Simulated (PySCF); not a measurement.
A structure optimised at r2SCAN-D4/def2-SVP, used in a PySCF frequency run:

```xyz
12

Be    -0.4540     0.0216     0.0000
N      1.0520     0.0067     0.0000
C      1.8563    -0.0055     1.2053
C      1.8563    -0.0055    -1.2053
H      2.4974    -0.9087     1.2620
H      2.5292     0.8743     1.2572
H      1.2203     0.0088     2.1050
H      2.5292     0.8743    -1.2572
H      2.4974    -0.9087    -1.2620
H      1.2203     0.0088    -2.1050
S     -2.3638     0.0783     0.0000
H     -2.4971    -1.2687     0.0000
```
Charge 0, spin multiplicity 1.

Q: Write its SMILES, formula and point group.

A: C[N](C)[Be][SH], C₂H₇BeNS, Cs

Q: What are its rotational constants (standard atomic weights)?

A: 9.1537, 1.5904, 1.3922 GHz
